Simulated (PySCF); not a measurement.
Species: C₅H₆Cl₂Si.
SMILES with atom numbers: `[Cl:1][CH:2]([Cl:3])[C:4]1=[CH:5][SiH2:6][CH:7]=[CH:8]1` (hydrogens: H9 on C2; H10 on C5; H11, H12 on Si6; H13 on C7; H14 on C8)

The same species was optimised twice, with GFN2-xTB and with PBE0-D3(BJ)/def2-SVP (PySCF), and the same property calculations (PySCF, gas phase) were run on both structures.

```tsv
coordinate	GFN2-xTB	PBE0-D3(BJ)/def2-SVP	change
C4–C8 (Å)	1.462	1.485	+0.023
C5–Si6 (Å)	1.890	1.876	-0.014
Si6–C7 (Å)	1.887	1.873	-0.014
C7=C8 (Å)	1.337	1.347	+0.010
C4=C5 (Å)	1.341	1.351	+0.010
C2–C4 (Å)	1.487	1.494	+0.007
Cl1–C2 (Å)	1.788	1.786	-0.002
C2–Cl3 (Å)	1.788	1.786	-0.002
C5–Si6–C7 (°)	88.8	92.3	+3.5
C4–C5–Si6 (°)	109.3	106.8	-2.5
Si6–C7–C8 (°)	109.6	107.2	-2.4
Cl1–C2–Cl3 (°)	109.0	110.3	+1.3
C5–C4–C8 (°)	116.2	117.0	+0.8
C4–C8–C7 (°)	116.1	116.7	+0.6
C2–C4–C5 (°)	124.0	123.4	-0.6
C2–C4–C8 (°)	119.8	119.6	-0.2
Cl1–C2–C4–C5 (°)	-120	-119	+1
```

Rotational constants: A = 2189, B = 704.9, C = 641.1 MHz (GFN2-xTB) against A = 2147, B = 708.3, C = 644.1 MHz (PBE0-D3(BJ)/def2-SVP). Point groups within 0.08 Å: Cs and Cs.

On the GFN2-xTB structure: lowest singlet, TDDFT (eV) 4.41 [PBE0/def2-SVPD]; lowest triplet, Tamm–Dancoff (eV) 2.69 [PBE0/def2-SVPD]; isotropic polarisability (au) 111.4 [PBE0/def2-SVPD]; HOMO (eV) -7.15 [PBE0/def2-SVPD]; LUMO (eV) -1.90 [PBE0/def2-SVPD]; dipole (D) 2.00 [PBE0/def2-SVPD]; HOMO (eV) -7.14 [PBE0/pcSseg-1]; LUMO (eV) -1.88 [PBE0/pcSseg-1]; dipole (D) 2.20 [PBE0/pcSseg-1]; GIAO shielding of Cl1/Cl3 (mean) (ppm) 655.2 [PBE0/pcSseg-1]; GIAO shielding of C2 (ppm) 101.7 [PBE0/pcSseg-1]; GIAO shielding of C4 (ppm) 21.3 [PBE0/pcSseg-1]; GIAO shielding of C5 (ppm) 57.5 [PBE0/pcSseg-1]; GIAO shielding of Si6 (ppm) 388.1 [PBE0/pcSseg-1]; GIAO shielding of C7 (ppm) 50.6 [PBE0/pcSseg-1]; GIAO shielding of C8 (ppm) 30.2 [PBE0/pcSseg-1].

What do these properties become on the PBE0-D3(BJ)/def2-SVP structure?

```csv
property,level,on GFN2-xTB,on PBE0-D3(BJ)/def2-SVP,change
"lowest singlet, TDDFT (eV)",PBE0/def2-SVPD,4.41,4.44,+0.03
"lowest triplet, Tamm–Dancoff (eV)",PBE0/def2-SVPD,2.69,2.72,+0.03
isotropic polarisability (au),PBE0/def2-SVPD,111.4,112.7,+1.3
HOMO (eV),PBE0/def2-SVPD,-7.15,-7.26,-0.11
LUMO (eV),PBE0/def2-SVPD,-1.90,-1.98,-0.08
dipole (D),PBE0/def2-SVPD,2.00,1.59,-0.41
"energy, GFN2-xTB geometry as zero (kcal/mol)",PBE0/def2-SVPD,0.0,-2.0,-2.0
HOMO (eV),PBE0/pcSseg-1,-7.14,-7.25,-0.11
LUMO (eV),PBE0/pcSseg-1,-1.88,-1.97,-0.09
dipole (D),PBE0/pcSseg-1,2.20,1.77,-0.43
"energy, GFN2-xTB geometry as zero (kcal/mol)",PBE0/pcSseg-1,0.0,-1.5,-1.5
GIAO shielding of Cl1/Cl3 (mean) (ppm),PBE0/pcSseg-1,655.2,659.5,+4.3
GIAO shielding of C2 (ppm),PBE0/pcSseg-1,101.7,101.0,-0.7
GIAO shielding of C4 (ppm),PBE0/pcSseg-1,21.3,17.4,-3.9
GIAO shielding of C5 (ppm),PBE0/pcSseg-1,57.5,57.5,0.0
GIAO shielding of Si6 (ppm),PBE0/pcSseg-1,388.1,387.0,-1.1
GIAO shielding of C7 (ppm),PBE0/pcSseg-1,50.6,48.7,-1.9
GIAO shielding of C8 (ppm),PBE0/pcSseg-1,30.2,26.5,-3.7
```

The heavy atoms differ by 0.025 Å rms after alignment. Among bonds between heavy atoms C4–C8 changes most (+0.023 Å). Changes are differences of the printed values. Neither structure is proved a minimum here.

The values belong to the conformer `[Cl:1][CH:2]([Cl:3])[C:4]1=[CH:5][SiH2:6][CH:7]=[CH:8]1`: Cl1–C2–C4–C5 -119°.
